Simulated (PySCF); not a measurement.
# [TlH2]-: bend–stretch map

These are results of PBE0/[Tl def2-TZVPD with ECP60, H def2-TZVPD], scalar-relativistic core potentials, density fitting, no spin–orbit coupling, PySCF, not measurements.

Rigid scan from the singlet minimum (Tl–H 1.950 Å (×2); H–Tl–H 92.2°). Coordinate: rows scale both bonds, columns set the H–Tl–H angle. Energies in kJ/mol from the minimum.

```json
{"scale \\ angle": "0.94", "90": "8.0", "105": "13.4", "120": "?", "135": "70.8", "150": "119.1", "165": "178.3"}
{"scale \\ angle": "0.97", "90": "2.0", "105": "7.9", "120": "29.9", "135": "65.9", "150": "114.9", "165": "175.8"}
{"scale \\ angle": "1.00", "90": "0.2", "105": "6.2", "120": "27.9", "135": "63.5", "150": "111.9", "165": "172.0"}
{"scale \\ angle": "1.03", "90": "1.7", "105": "?", "120": "28.6", "135": "63.0", "150": "109.8", "165": "167.2"}
{"scale \\ angle": "1.06", "90": "5.8", "105": "?", "120": "31.2", "135": "64.1", "150": "108.5", "165": "162.2"}
{"scale \\ angle": "1.10", "90": "14.3", "105": "?", "120": "?", "135": "67.5", "150": "108.1", "165": "156.1"}
```

Problem. Fill in the five missing cells, row by row.

Solution. 35.1, 7.5, 11.2, 18.8, 37.2.

The bond scale of lowest energy on the grid is 1.00 at 90°, 1.00 at 105°, 1.00 at 120°, 1.03 at 135°, 1.10 (edge) at 150°, 1.10 (edge) at 165°.

With an element this heavy the missing spin–orbit coupling can shift these numbers.

Other isomers or separated fragments may lie lower.
